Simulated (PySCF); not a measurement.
A side-by-side comparison of computed properties.

First species: SbCl3.
SMILES: `[Cl][Sb]([Cl])[Cl]`

Second species: C2H6O2Si.
Geometry (PBE0-D3(BJ)/def2-SVP, Å), atoms numbered from 1 in this order:
```
atom  x, y, z in Å
C1    -1.9285    0.0762    0.5224
C2    -0.5752    0.1537   -0.1128
O3    -0.3470    0.5286   -1.2361
O4     0.4101   -0.2465    0.7021
Si5    1.9992   -0.1843    0.0481
H6    -2.1348   -0.9621    0.8211
H7    -2.6927    0.4281   -0.1789
H8    -1.9414    0.6832    1.4393
H9     2.8346   -0.6808    1.1737
H10    2.3669    1.2153   -0.2917
H11    2.1176   -1.0915   -1.1233
```

Levels: PBE0/def2-SVPD for dipole moment, HOMO energy, LUMO energy, HOMO–LUMO gap and static isotropic polarisability; TDDFT PBE0/def2-SVPD for lowest singlet excitation; TDA PBE0/def2-SVPD for lowest triplet excitation (Tamm–Dancoff); ΔSCF PBE0/def2-SVPD for vertical ionisation energy. Geometries: PBE0-D3(BJ)/def2-SVP. Each species is one conformer at its optimised geometry, gas phase (atoms past krypton carry core potentials, spin–orbit coupling is left out). Electronic properties by PySCF.

Dipoles, sizes and rotational constants follow the conformer. The torsions of the flexible species, by atom-mapped SMILES:
- `[CH3:1][C:2](=[O:3])[O:4][SiH3:5]`: C1–C2–O4–Si5 180°

Values for the first species:

- Dipole moment: 2.79 D
- HOMO energy: -8.76 eV
- LUMO energy: -2.27 eV
- HOMO–LUMO gap: 6.49 eV
- Lowest singlet excitation: 5.43 eV
- Lowest triplet excitation (Tamm–Dancoff): 4.46 eV
- Static isotropic polarisability: 84.3 au
- Vertical ionisation energy: 10.69 eV

Task: Estimate the same properties for the second species, and the change in each.

Result: 
```csv
property,first,second,second less first
dipole moment,2.79 D,1.76 D,-1.03 D
HOMO energy,-8.76 eV,-8.34 eV,+0.42 eV
LUMO energy,-2.27 eV,-0.14 eV,+2.13 eV
HOMO–LUMO gap,6.49 eV,8.20 eV,+1.71 eV
lowest singlet excitation,5.43 eV,5.86 eV,+0.43 eV
lowest triplet excitation (Tamm–Dancoff),4.46 eV,5.32 eV,+0.86 eV
static isotropic polarisability,84.3 au,58.1 au,-26.2 au
vertical ionisation energy,10.69 eV,10.57 eV,-0.12 eV
```

On the first: No computed singlet falls in the visible range (750 to 380 nm, 1.65 to 3.26 eV); S1 lies 2.17 eV above its blue end. S1 lies 1.06 eV below the HOMO–LUMO gap. Atoms past krypton carry effective core potentials; spin–orbit coupling is left out.

On the second: No computed singlet falls in the visible range (750 to 380 nm, 1.65 to 3.26 eV); S1 lies 2.60 eV above its blue end. The principal polarisabilities are 48.7, 57.0 and 68.7 au; their mean is the isotropic value.
